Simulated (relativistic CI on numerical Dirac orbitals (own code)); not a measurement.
## Crystal-field levels of Fe²⁺, 3d6

Calculated by Dirac-Coulomb-Breit CI, separate exchange-only KLI orbitals for each configuration, QED by a radiative potential, valence Slater integrals scaled by 0.8, one configuration in a parametric crystal field (own radial code).

Field parameters in Wybourne normalisation: Td as Oh with Dq negative (B⁴₀ = 21Dq, B⁴₄ = √(5/14) B⁴₀). The field is a parameter set, without covalency.

S and J are read from ⟨S²⟩ = S(S + 1) and ⟨J²⟩ = J(J + 1) of each level; they are not fictitious spins.

Td, 10Dq = -1450 cm⁻¹, the lowest 16 levels:

```
E (cm⁻¹)  Degeneracy  Irrep     S     J
     0.0           1     A1  2.00  3.62
    28.2           3     T1  2.00  3.53
    56.6           2      E  2.00  3.45
     103           3     T2  2.00  3.26
     157           1     A2  2.00  3.00
    1321           3     T2  2.00  3.61
    1534           3     T1  2.00  3.11
    1578           2      E  2.00  2.80
    1816           3     T2  2.00  2.27
    1867           3     T1  2.00  1.83
    1916           1     A1  2.00  1.38
   17231           1     A1  1.00  5.84
   17304           3     T1  1.00  5.59
   17398           3     T2  1.00  5.00
   17457           2      E  1.00  4.63
   17926           3     T1  1.00  5.14
```

Td, 10Dq = -2600 cm⁻¹, the lowest 10 levels:

```
E (cm⁻¹)  Degeneracy  Irrep     S     J
     0.0           1     A1  2.00  3.42
    22.0           3     T1  2.00  3.34
    44.0           2      E  2.00  3.27
    74.4           3     T2  2.00  3.14
     106           1     A2  2.00  3.00
    2404           3     T2  2.00  3.69
    2619           3     T1  2.00  3.17
    2639           2      E  2.00  3.01
    2909           3     T2  2.00  2.31
    2935           3     T1  2.00  2.06
```

Td, 10Dq = -3750 cm⁻¹, the lowest 16 levels:

| E (cm⁻¹) | Degeneracy | Irrep | S | J |
| --- | --- | --- | --- | --- |
| 0.0 | 1 | A1 | 2.00 | 3.31 |
| 18.2 | 3 | T1 | 2.00 | 3.25 |
| 36.3 | 2 | E | 2.00 | 3.19 |
| 59.7 | 3 | T2 | 2.00 | 3.10 |
| 83.8 | 1 | A2 | 2.00 | 3.00 |
| 3524 | 3 | T2 | 2.00 | 3.72 |
| 3739 | 3 | T1 | 2.00 | 3.19 |
| 3750 | 2 | E | 2.00 | 3.09 |
| 4033 | 3 | T2 | 2.00 | 2.33 |
| 4050 | 3 | T1 | 2.00 | 2.15 |
| 4068 | 1 | A1 | 2.00 | 1.94 |
| 15879 | 3 | T2 | 1.00 | 4.24 |
| 15904 | 2 | E | 1.00 | 4.24 |
| 15944 | 1 | A1 | 1.00 | 5.47 |
| 15961 | 3 | T1 | 1.00 | 5.10 |
| 18085 | 3 | T2 | 1.00 | 5.18 |

Td, 10Dq = -4900 cm⁻¹, the lowest 16 levels:

| E (cm⁻¹) | Degeneracy | Irrep | S | J |
| --- | --- | --- | --- | --- |
| 0.0 | 1 | A1 | 2.00 | 3.25 |
| 15.9 | 3 | T1 | 2.00 | 3.20 |
| 31.6 | 2 | E | 2.00 | 3.14 |
| 51.4 | 3 | T2 | 2.00 | 3.07 |
| 71.6 | 1 | A2 | 2.00 | 3.00 |
| 4657 | 3 | T2 | 2.00 | 3.73 |
| 4872 | 3 | T1 | 2.00 | 3.21 |
| 4879 | 2 | E | 2.00 | 3.14 |
| 5169 | 3 | T2 | 2.00 | 2.34 |
| 5180 | 3 | T1 | 2.00 | 2.20 |
| 5192 | 1 | A1 | 2.00 | 2.04 |
| 14969 | 3 | T2 | 1.00 | 4.13 |
| 14990 | 2 | E | 1.00 | 4.15 |
| 15119 | 3 | T1 | 1.00 | 4.94 |
| 15134 | 1 | A1 | 1.00 | 5.31 |
| 18157 | 3 | T2 | 1.00 | 5.18 |

Td, 10Dq = -6050 cm⁻¹, the lowest 10 levels:

```tsv
E (cm⁻¹)	Degeneracy	Irrep	S	J
0.0	1	A1	2.00	3.21
14.4	3	T1	2.00	3.16
28.6	2	E	2.00	3.12
46.4	3	T2	2.00	3.06
64.3	1	A2	2.00	3.00
5797	3	T2	2.00	3.74
6011	3	T1	2.00	3.22
6015	2	E	2.00	3.16
6310	3	T2	2.00	2.35
6317	3	T1	2.00	2.24
```

The free-ion ground term has S = 2. Every field shown keeps that spin.

Levels of this model without a field, named by their leading LS term (the scale mimics covalency, so terms lie below those of the real free ion): ⁵D4 0, ⁵D3 421, ⁵D2 715, ⁵D1 903, ⁵D0 996, ³H6 17743, ³H5 17990, ³H4 18173 cm⁻¹.
